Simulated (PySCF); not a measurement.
First SCF of a structure search on singlet CaO₂, at a hand-made bent geometry. PySCF input:

```python
from pyscf import gto, scf, dft
mol = gto.M(atom='''
Ca     0.000000     0.000000     0.000000
O      1.671100     0.000000     1.170100
O     -1.671100     0.000000     1.170100''',
    basis={'Ca': 'def2-TZVP', 'O': 'def2-TZVP'},
    charge=0, spin=0)
mf = dft.RKS(mol, xc='PBE')
mf.grids.atom_grid = (50, 194)
aux = {'Ca': 'def2-universal-JKFIT', 'O': 'def2-universal-JKFIT'}
mf = mf.density_fit(auxbasis=aux)
mf.conv_tol = 1e-08
mf.diis_space = 10
mf.max_cycle = 60
mf.init_guess = 'minao'
mf.verbose = 4
mf.kernel()
```

Excerpt of the output (cycles and frontier levels); where DIIS stalls, ADIIS, DIIS with a small level shift and a second-order solver take over in turn:

```
init E= -827.476745017859
  HOMO = -0.396948052401482  LUMO = -0.390758058547099  gap/eV = 0.16844
cycle= 1 E= -827.422099525085  delta_E= 0.0546  |g|= 0.847  |ddm|= 2.19
  HOMO = -0.0706831541883606  LUMO = -0.0567895879145209  gap/eV = 0.37806
cycle= 2 E= -823.167593892097  delta_E= 4.25  |g|= 3.99  |ddm|= 2.82
cycle= 3 E= -827.546908731439  delta_E= -4.38  |g|= 0.29  |ddm|= 2.77
  HOMO = -0.216059171638498  LUMO = -0.20614114091428  gap/eV = 0.26988
cycle= 4 E= -827.574841046791  delta_E= -0.0279  |g|= 0.22  |ddm|= 1.42
  HOMO = -0.217060996904906  LUMO = -0.21510310048198  gap/eV = 0.05328
cycle= 5 E= -827.549916534446  delta_E= 0.0249  |g|= 0.191  |ddm|=  1.5
  HOMO = -0.22063220659173  LUMO = -0.21642120639848  gap/eV = 0.11459
cycle= 6 E= -827.58199310489  delta_E= -0.0321  |g|= 0.0995  |ddm|=  1.5
  HOMO = -0.223143461667416  LUMO = -0.221450638270842  gap/eV = 0.04606
cycle= 7 E= -827.556266475283  delta_E= 0.0257  |g|= 0.182  |ddm|= 1.41
... 84 lines left out ...
cycle= 56 E= -827.240408498908  delta_E= -0.0551  |g|= 0.964  |ddm|= 0.164
  HOMO = -0.221396340700436  LUMO = -0.219318067981818  gap/eV = 0.05655
cycle= 57 E= -827.304094180368  delta_E= -0.0637  |g|= 0.902  |ddm|= 0.148
  HOMO = -0.221603453451893  LUMO = -0.200889728735737  gap/eV = 0.56365
cycle= 58 E= -827.536805834772  delta_E= -0.233  |g|= 0.439  |ddm|= 1.45
  HOMO = -0.214793192074235  LUMO = -0.207499422514933  gap/eV = 0.19847
cycle= 59 E= -827.477198769071  delta_E= 0.0596  |g|= 0.633  |ddm|= 0.668
  HOMO = -0.226714220106291  LUMO = -0.224765948962678  gap/eV = 0.05302
cycle= 60 E= -827.294093815131  delta_E= 0.183  |g|= 0.938  |ddm|= 1.47
SCF not converged.
init E= -827.476745017859
  HOMO = -0.396948052401465  LUMO = -0.390758058547105  gap/eV = 0.16844
cycle= 1 E= -827.422099525087  delta_E= 0.0546  |g|= 0.847  |ddm|= 2.19
  HOMO = -0.0706831541884066  LUMO = -0.0567895879145348  gap/eV = 0.37806
cycle= 2 E= -823.167593892096  delta_E= 4.25  |g|= 3.99  |ddm|= 2.82
  HOMO = -0.136360465713028  LUMO = -0.134925929776554  gap/eV = 0.03904
cycle= 3 E= -827.284433295691  delta_E= -4.12  |g|= 1.17  |ddm|= 2.46
cycle= 4 E= -827.548955736452  delta_E= -0.265  |g|= 0.229  |ddm|= 1.56
  HOMO = -0.216216985599083  LUMO = -0.209589452487303  gap/eV = 0.18034
cycle= 5 E= -827.558137737361  delta_E= -0.00918  |g|= 0.317  |ddm|= 1.44
  HOMO = -0.249231052088977  LUMO = -0.247793982572638  gap/eV = 0.03910
cycle= 6 E= -827.524078808281  delta_E= 0.0341  |g|= 0.436  |ddm|= 1.42
  HOMO = -0.229306566845916  LUMO = -0.224574073358989  gap/eV = 0.12878
cycle= 7 E= -827.580984350096  delta_E= -0.0569  |g|= 0.122  |ddm|= 1.43
... 15 lines left out ...
cycle= 16 E= -827.576426093018  delta_E= -0.479  |g|= 0.147  |ddm|= 1.41
  HOMO = -0.227789587248664  LUMO = -0.219192419490141  gap/eV = 0.23394
cycle= 17 E= -827.088424352639  delta_E= 0.488  |g|= 1.06  |ddm|= 1.41
  HOMO = -0.22415939750393  LUMO = -0.221348478426425  gap/eV = 0.07649
cycle= 18 E= -827.350525958421  delta_E= -0.262  |g|= 0.854  |ddm|= 1.44
  HOMO = -0.219386563668032  LUMO = -0.210803767430055  gap/eV = 0.23355
cycle= 19 E= -827.302535169903  delta_E= 0.048  |g|= 0.909  |ddm|=  1.2
  HOMO = -0.221123306960305  LUMO = -0.219765077577436  gap/eV = 0.03696
cycle= 20 E= -827.57757697443  delta_E= -0.275  |g|= 0.124  |ddm|= 0.841
SCF not converged.
init E= -827.57757697443
  HOMO = -0.207062675329722  LUMO = -0.141325924235311  gap/eV = 1.78879
cycle= 1 E= -827.508107820147  delta_E= 0.0695  |g|= 0.58  |ddm|= 0.291
  HOMO = -0.0524863634692347  LUMO = -0.0279127412434252  gap/eV = 0.66868
cycle= 2 E= -825.931633851147  delta_E= 1.58  |g|=  2.5  |ddm|= 1.41
  HOMO = -0.209109005900161  LUMO = -0.13055726454062  gap/eV = 2.13750
cycle= 3 E= -826.951769681019  delta_E= -1.02  |g|= 1.35  |ddm|= 0.653
  HOMO = -0.169026076488801  LUMO = -0.148380741307466  gap/eV = 0.56179
cycle= 4 E= -827.571147811425  delta_E= -0.619  |g|= 0.212  |ddm|= 0.812
  HOMO = -0.199641797445992  LUMO = -0.13784223857008  gap/eV = 1.68165
cycle= 5 E= -827.429088784344  delta_E= 0.142  |g|= 0.809  |ddm|= 0.428
  HOMO = -0.19769622607789  LUMO = -0.1232819101701  gap/eV = 2.02492
cycle= 6 E= -827.221038190062  delta_E= 0.208  |g|= 1.12  |ddm|= 0.254
  HOMO = -0.190338418197893  LUMO = -0.11179706905294  gap/eV = 2.13722
... 39 lines left out ...
  HOMO = -0.132892154581052  LUMO = -0.045856074003042  gap/eV = 2.36837
cycle= 27 E= -825.738992399536  delta_E= -1.89  |g|= 2.44  |ddm|= 0.906
  HOMO = -0.125861358273389  LUMO = -0.0278466325153781  gap/eV = 2.66712
cycle= 28 E= -826.063755555043  delta_E= -0.325  |g|=  2.2  |ddm|= 0.265
  HOMO = -0.144719384291877  LUMO = -0.0499311734860726  gap/eV = 2.57932
cycle= 29 E= -826.409757763415  delta_E= -0.346  |g|=  1.9  |ddm|= 0.288
  HOMO = -0.173061021595161  LUMO = -0.0854275872656487  gap/eV = 2.38463
cycle= 30 E= -826.800136801466  delta_E= -0.39  |g|= 1.47  |ddm|= 0.346
SCF not converged.
  HOMO = -0.081068000767089  LUMO = -0.0689084540830768  gap/eV = 0.33088
macro= 0  E= -827.124083547174  delta_E= -0.323947  |g|= 1.65991  2 KF 14 JK
macro= 1  E= -827.36919543683  delta_E= -0.245112  |g|= 0.212134  3 KF 18 JK
macro= 2  E= -827.385630754711  delta_E= -0.0164353  |g|= 0.111512  3 KF 12 JK
macro= 3  E= -827.386358245025  delta_E= -0.00072749  |g|= 6.45578e-05  4 KF 21 JK
macro= 4  E= -827.386358245215  delta_E= -1.89289e-10  |g|= 0.00010877  1 KF 10 JK
macro= 5  E= -827.386358245215  delta_E= -2.27374e-13  |g|= 3.00626e-05  1 KF 2 JK
macro X = 6  E=-827.386358245215  |g|= 3.00626e-05  total 15 KF 84 JK
converged SCF energy = -827.386358245215
```

This is not the lowest solution: another start and a stability analysis within the same restricted form found one 519.5 kJ/mol lower, at -827.58421 Eh.

At the minimum of this search the closed-shell solution is unstable towards spin polarisation, so a lower open-shell solution exists.

The search for the lowest solution, 2 starts and the stability check together, took 33 s on 2 threads of a shared Arm Neoverse V1 host, with 98 basis functions; the process peaked at 0.37 GiB. Launch command: `OMP_NUM_THREADS=2 python axn.py task.json out`.
